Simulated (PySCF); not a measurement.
**Radial density of Ag⁴³⁺ (silver, charge +43)**

UHF, [He] 2s2, closed-shell 1S. All numbers are calculated (PySCF 2.14, scalar relativity by spin-free X2C-1e, in an even-tempered Gaussian basis (19 s from 20 bohr⁻², ratio 2.2; 8 p from 30 bohr⁻², ratio 2.4; 5 d from 91 bohr⁻², ratio 2.4; 5 f from 140 bohr⁻², ratio 2.4; 4 g from 200 bohr⁻², ratio 2.4)).

```json
{"r (bohr)": "0.0256", "4πr²ρ (e/bohr)": "51.32"}
{"r (bohr)": "0.0430", "4πr²ρ (e/bohr)": "24.93"}
{"r (bohr)": "0.0724", "4πr²ρ (e/bohr)": "13.96"}
{"r (bohr)": "0.122", "4πr²ρ (e/bohr)": "17.17"}
{"r (bohr)": "0.205", "4πr²ρ (e/bohr)": "4.086"}
{"r (bohr)": "0.344", "4πr²ρ (e/bohr)": "0.06276"}
{"r (bohr)": "0.579", "4πr²ρ (e/bohr)": "1.365e-05"}
```

Densities and radii are taken from the X2C orbitals without a picture-change correction, which distorts them close to the nucleus.
